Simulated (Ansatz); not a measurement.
A nudged elastic band was laid between two geometries of CH$_{9}$AsGeSi (13 atoms, charge 0, multiplicity 1).

These are results of Ansatz, RKS PBE/def2-SVP, not measurements.

| Quantity | Value |
| --- | --- |
| movable images | 7 |
| climbing image | yes |
| spring | 5.0 eV/Å² |
| optimiser | quadratic models (default) |
| start path | IDPP |
| force threshold | 0.05 eV/Å |
| iteration limit | 50 |
| end points | relaxed |

First end point:

```xyz
13
Properties=species:S:1:pos:R:3
Ge -1.567 0.251 1.425
Si 0.263 -1.068 0.608
C 1.339 -0.119 -0.640
As 0.417 0.272 -2.379
H -2.617 0.538 0.318
H -2.289 -0.483 2.588
H -1.062 1.618 1.965
H -0.283 -2.320 -0.030
H 1.108 -1.484 1.787
H 2.218 -0.751 -0.887
H 1.716 0.814 -0.175
H 1.365 1.421 -2.787
H -0.588 1.277 -1.778
```

Last end point:

```xyz
13
Properties=species:S:1:pos:R:3
Ge -1.690 -0.088 1.488
Si 0.364 -0.925 0.572
C 1.279 0.375 -0.470
As 0.150 1.187 -1.917
H -2.738 0.213 0.382
H -2.309 -1.129 2.461
H -1.445 1.224 2.284
H 0.060 -2.132 -0.278
H 1.246 -1.374 1.711
H 2.197 -0.079 -0.894
H 1.590 1.210 0.193
H -0.018 -0.127 -2.708
H 1.336 1.610 -2.810
```

Task: Which bonds break or form, and what moves?

Result: No bond is made or broken. The dihedral H11–C3–As4–H12 goes from 36 to 175°.

Task: Give the energies along the band, and the barrier.

Result: The forces met the threshold. The highest image is number 4 of 0 to 8, 7.3 kJ/mol above the ends, which have the same energy within 2 meV. A vibrational analysis at the climbing image gives one clearly imaginary mode, 140i cm⁻¹: a first-order saddle point.

| image | path coordinate (Å) | energy (kJ/mol) | dihedral H11–C3–As4–H12 (°) |
| --- | --- | --- | --- |
| 0 | 0.00 | 0.0 | 36 |
| 1 | 0.55 | 0.7 | 50 |
| 2 | 1.10 | 3.0 | 67 |
| 3 | 1.65 | 5.9 | 85 |
| 4 | 2.19 | 7.3 | 105 |
| 5 | 2.75 | 5.8 | 125 |
| 6 | 3.30 | 2.9 | 144 |
| 7 | 3.85 | 0.6 | 160 |
| 8 | 4.40 | -0.1 | 175 |

Task: What is the geometry of the highest image?

Result: 
```xyz
13
Properties=species:S:1:pos:R:3:forces:R:3
Ge -1.723 -0.294 1.425 0.02 -0.01 -0.01
Si 0.409 -1.017 0.592 0.00 0.04 -0.04
C 1.230 0.318 -0.490 -0.02 -0.04 0.05
As 0.099 0.768 -2.105 0.00 0.01 -0.03
H -2.753 -0.096 0.281 0.00 0.00 0.01
H -2.303 -1.334 2.421 -0.01 0.00 0.01
H -1.584 1.059 2.177 0.00 0.00 0.01
H 0.211 -2.269 -0.224 0.00 -0.01 0.01
H 1.293 -1.366 1.765 0.01 0.01 0.00
H 2.223 -0.039 -0.829 0.00 0.00 0.00
H 1.397 1.238 0.104 0.00 0.00 0.00
H 1.258 0.703 -3.120 0.00 0.00 0.01
H 0.264 2.296 -1.981 0.00 -0.01 0.00
```

Task: What are the harmonic wavenumbers there?

Result: 140i, 37, 62, 106, 166, 331, 339, 425, 462, 550, 588, 641, 691, 718, 760, 803, 820, 854, 858, 899, 957, 989, 1030, 1333, 2064, 2078, 2083, 2108, 2127, 2139, 2150, 3014, 3083 cm⁻¹.

The band took 4 iterations and about 4 core-minutes.

Run time: 2.2 min on 2 threads of Arm Neoverse V1 (shared host), peak memory 0.2 GiB.
